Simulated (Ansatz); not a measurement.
`F[Si]([SiH3])(Cl)Br` + H–F → `F[Si](F)([SiH3])Cl` + HBr  (ligand exchange at the Si–Br bond)

Isolated molecules relaxed with PBE0-D4/def2-TZVP in Ansatz; ΔE leaves out vibrations. CCSD(T)/CBS adds triple-zeta CCSD(T) − MP2 to the extrapolated MP2 energy (def2 sets, frozen cores). This one scheme is used for every species. Functionals use def2-TZVPP. HSE06 is defined as in plane-wave codes. For Br outer-core shells are correlated without core-valence functions, which leaves a few kJ/mol of doubt a bond. Scalar relativity is left out up to krypton.

```tsv
species	HSE06-D4 energy (Eh)
`F[Si]([SiH3])(Cl)Br`	-3714.43387
H–F	-100.39003
`F[Si](F)([SiH3])Cl`	-1240.37692
HBr	-2574.46326
```

**Question.** Work out ΔE.

**Answer.** ΔE = (-1240.37692) + (-2574.46326) − (-3714.43387) − (-100.39003) = -0.01628 Eh = -42.7 kJ/mol. CCSD(T)/CBS gives -48.0 kJ/mol.

**Question.** What do rigid-rotor, harmonic-oscillator terms from PBE0-D4/def2-TZVP frequencies (298.15 K, 1 bar) make of the CCSD(T)/CBS value? (Best estimate.)

**Answer.** The calculation gave: ΔZPE = -4.4 kJ/mol, ΔH = -53.9 kJ/mol, ΔS = 1 J/(mol·K), ΔG = -54.3 kJ/mol.

Largest T1 diagnostic among the species: 0.012.

In def2-TZVPP, CCSD(T) changes the Hartree–Fock value by +15.8 kJ/mol (the triples alone add +3.3 kJ/mol) and MP2 by +24.4 kJ/mol. The D4 term adds +9.1 kJ/mol with B3LYP and +4.9 kJ/mol with PBE0; it sums over pairs of atoms, weighted by their polarisabilities, and B3LYP, whose exchange is more repulsive, gets the larger term.

B3LYP here is the variant with VWN-RPA as its local correlation; programs differ in this.
